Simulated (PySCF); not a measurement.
CH₄F₂OSSi, SMILES CS[Si](O)(F)F.

Geometry optimised at B3LYP-D3(BJ)/def2-SVP. The structure was generated by enumeration, and PubChem lists no compound with its InChIKey, so it may never have been made. The values are those of a single conformer.

Two levels are set side by side: TDDFT-PBE/def2-SVPD (PySCF) and TDDFT-LC-ωPBE/def2-SVPD (PySCF). Vertical, same geometry. The lowest singlet is HOMO→LUMO 99 % with PBE and HOMO→LUMO+1 44 %, HOMO→LUMO 28 %, HOMO→LUMO+8 9 %, HOMO→LUMO+5 8 % with the other functional; states are paired by order. Differences are taken from unrounded values.

```csv
quantity,TDDFT-PBE
lowest singlet excitation (eV),5.25
lowest triplet excitation (TDA) (eV),4.98
first bright state (f over 0.05) (eV),7.29
its oscillator strength,0.08
```

Problem. These are the TDDFT-PBE values. What does TDDFT-LC-ωPBE give? (Estimate from the structure and the level; the computed values follow.)

Solution. 
| quantity | TDDFT-LC-ωPBE | TDDFT-PBE minus TDDFT-LC-ωPBE |
|---|---|---|
| lowest singlet excitation (eV) | 6.07 | -0.82 |
| lowest triplet excitation (TDA) (eV) | 5.53 | -0.55 |
| first bright state (f over 0.05) (eV) | 8.74 | -1.46 |
| its oscillator strength | 0.07 | 0.01 |

Functionals without exact exchange tend to place singlet excitations lower, as here. Differences between two approximate levels are no errors against the true value.

Rough cost on one machine, each run with all the roots and properties that it gave: TDDFT-LC-ωPBE against TDDFT-PBE about 5 times.
